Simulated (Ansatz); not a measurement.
Stepwise reaction of `S[Si](S)(Cl)Cl` with hydrogen, as a gas-phase model of exchange steps in deposition or etching. ΔE in kJ/mol.

Program: Ansatz. Geometries: PBE0-D4/def2-TZVP. ΔE: electronic, gas phase. CCSD(T)/CBS is the MP2 limit (def2-TZVPP, def2-QZVPP) plus CCSD(T) − MP2 in def2-TZVPP, frozen cores. This one scheme is used for every species. Functionals use def2-TZVPP. B3LYP here is the variant with VWN-RPA as its local correlation; programs differ in this. Each species was taken in one conformer, which may not be the lowest.

```csv
step,reaction,PBE-D4,B3LYP-D4,ωB97M-V,CCSD(T)/CBS
1,`S[Si](S)(Cl)Cl` + H₂ → `S[SiH](S)Cl` + HCl,80.6,78.8,79.8,77.6
```

(1) Give the row of step 2, `S[SiH](S)Cl` + H₂ → `S[SiH2]S` + HCl. (Best estimate.)

(2) By hand: ΔE of the 2 steps together at CCSD(T)/CBS.

## Answers

(1) The calculation gave: 
| step | reaction | PBE-D4 | B3LYP-D4 | ωB97M-V | CCSD(T)/CBS |
| --- | --- | --- | --- | --- | --- |
| 2 | `S[SiH](S)Cl` + H₂ → `S[SiH2]S` + HCl | 82.4 | 80.4 | 81.5 | 80.4 |

(2) (77.6) + (80.4) = 158.0 kJ/mol, or 79.0 kJ/mol a step.

In ΔE the steps differ by no more than 2.8 kJ/mol. All are uphill at CCSD(T)/CBS. PBE-D4 differs from CCSD(T)/CBS by 2.0 to 3.0 kJ/mol a step. Isolated molecules leave out the surface, adducts and barriers. Largest T1 diagnostic: 0.011.
